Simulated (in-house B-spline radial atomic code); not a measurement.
RPA and G0W0 on HSE06: Xe⁸⁺

Configuration [Kr] 4d10, mean-field start HSE06. Computed with an all-electron radial atomic-structure program (B-spline basis): all electrons, non-relativistic, point nucleus, each spin shell either full or empty, empty states to l = 9 with an (l + 1/2)⁻⁴ tail; G0W0 by contour deformation at full frequency.

Without relativity these are model numbers: it shifts the levels of so heavy an element strongly and can reorder them.

Command:
```bash
python run_gw.py task.json out
```
Settings (radii: box in bohr, nucleus in fm):
```
Z                        54
electrons                46
configuration            [Kr] 4d10
hamiltonian              nr
method                   hse06
lmax                     9
spin_polarised           False
box_radius               7.7
intervals                51
```

Run time, properties included: 3.1 s on 1 thread of Arm Neoverse N1 (shared host).

Energies (hartree):

```csv
term,value
mean-field total,-7218.95695
Hartree-Fock functional on these orbitals,-7217.13760
direct second order,-3.9695
second-order exchange,1.0926
SOSEX correction,1.034
```

Task: What is the RPA correlation energy, and what remains with SOSEX?

Result: RPA gives -3.5815 hartree (-2.12 eV per electron); RPA + SOSEX gives -2.5475, and the second-order doubles -2.877 hartree (no singles). RPA lacks exchange-type terms and so overcorrelates at short range.

Quasi-particle levels (eV):

```csv
level,occupied,mean field,Σx - vxc,Σc,QP weight,G0W0
4d,yes,-172.40,-9.82,?,?,?
5s,no,-107.95,7.48,-2.14,0.986,-102.61
```

G0W0 = mean field + (Σx - vxc) + Σc, with Σc (partial-wave tail included) taken at the quasi-particle energy. Only the outer levels were computed. Levels of low weight are left out.

Task: Where does G0W0 put 4d?

Result: At -182.18 eV, with Σc = 0.04 eV and a quasi-particle weight of 0.971. The tabulated removal energy is 179.84 ± 0.12 eV (NIST, measured); the calculation leaves out relativity, Breit and QED terms, and what these don't explain is the method's own error.
